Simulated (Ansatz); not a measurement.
Ideal-gas functions of CH4Cl2SiTe, SMILES `[SiH3]C(Cl)(Cl)[TeH]` at 500 K and 1 bar, from an Ansatz frequency run at PBE0-D4/def2-TZVP.

Molar mass 242.64 g/mol, point group C1 (symmetry number 1), electronic degeneracy 1, moments of inertia 309.232, 606.162, 609.34 u Å². Harmonic wavenumbers (cm⁻¹, unscaled): 123, 137, 174, 188, 197, 209, 254, 369, 584, 608, 633, 739, 766, 862, 917, 931, 938, 2149, 2236, 2251, 2262.

Use S(trans) = R[1.5 ln M + 2.5 ln T − 1.1517]; rotational temperatures θ = 24.2544 K / I; S(rot) = R[ln(√π/σ · √(T³/θAθBθC)) + 1.5]; for each mode x = 1.438777 ν̃/T, S = R[x/(eˣ − 1) − ln(1 − e⁻ˣ)] and H = RT x/(eˣ − 1); 1 cm⁻¹ = 0.0119627 kJ/mol; R = 8.31446 J/(mol·K).

Problem. By hand: the entropy, in J/(mol·K).

Solution. Translation 188.1. Rotation: θ = 0.0784, 0.04, 0.0398 K, giving 132.1. Vibration, mode by mode: 16.99, 16.11, 14.15, 13.52, 13.14, 12.67, 11.10, 8.20, 4.91, 4.65, 4.39, 3.45, 3.25, 2.61, 2.30, 2.23, 2.20, 0.12, 0.10, 0.10, 0.09, in all 136.3. Electronic 0.0. Sum 456.5 J/(mol·K).

Problem. By hand: H − E and G − E in kJ/mol, counted from the electronic energy.

Solution. Zero-point energy ½ × 17527 × 0.0119627 = 104.8; thermal vibration 35.0; translation, rotation and pV give 4 RT = 16.6. H − E = 156.4 kJ/mol, and G − E = 156.4 − 500 × 456.5/1000 = -71.8 kJ/mol.

Vibration gives 30 % of the entropy, 33.1 J/(mol·K) of it from the modes under 150 cm⁻¹: soft modes count most, and the harmonic formula is weakest for them. The sum counts one conformer and one mirror image; others add a mixing term.
